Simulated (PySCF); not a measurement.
Compound: C3H7FSi.
SMILES: `C=C[C@H](F)[SiH3]`

Torsions of this conformer, `[CH2:1]=[CH:2][C@H:3]([F:4])[SiH3:5]`: C1–C2–C3–F4 -142°.

The closed-shell ground state was solved at several levels (PySCF, density fitting, gas phase, non-relativistic). One conformer (not necessarily the lowest) at the PBE0-D3(BJ)/def2-SVP geometry, without solvent, vibrations or thermal averaging.

```csv
level,basis functions,total energy (Eh),HOMO (eV),LUMO (eV),gap (eV),dipole (D)
PBE/pcSseg-2,285,-507.5174,-6.42,-1.54,4.88,1.53
CAM-B3LYP/def2-SVPD,163,-507.4932,-8.93,0.59,9.52,1.76
```

What might PBE0/pcSseg-1 (127 basis functions) give for the same quantities?

Total energy -507.4219 Eh, HOMO -7.57 eV, LUMO -0.43 eV, gap 7.14 eV, dipole 1.71 D.

Over all these levels, which gives the widest orbital gap and which the narrowest?

CAM-B3LYP/def2-SVPD (range-separated hybrid) has the widest, 9.52 eV, and PBE/pcSseg-2 (GGA) the narrowest, 4.88 eV. Functional and basis both differ between the two, so the spread mixes both effects.

How far do the dipole and the HOMO energy spread over the levels?

The dipole runs from 1.53 to 1.76 D (mean 1.67 D) and the HOMO from -8.93 to -6.42 eV.
